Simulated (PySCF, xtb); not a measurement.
C2H3AlClF, SMILES C=[CH][Al]([F])[Cl]. One conformer was computed; it need not be the lowest.

Harmonic wavenumbers (cm⁻¹) from GFN2-xTB in xtb at its own minimum, in rising order: 77, 99, 157, 208, 273, 438, 461, 670, 781, 924, 969, 1031, 1220, 1397, 1622, 2975, 3044, 3070.

Q: What does PBE-D3(BJ)/def2-SVP in PySCF give at its own minimum? (The exact figures need the calculation; the answer reports its results.)

A: 83, 101, 198, 217, 297, 462, 462, 678, 866, 961, 969, 1017, 1219, 1370, 1597, 3037, 3070, 3129. Paired by order, the mean absolute difference is 25 cm⁻¹ and the zero-point energies are 27.8 and 28.2 kcal/mol.
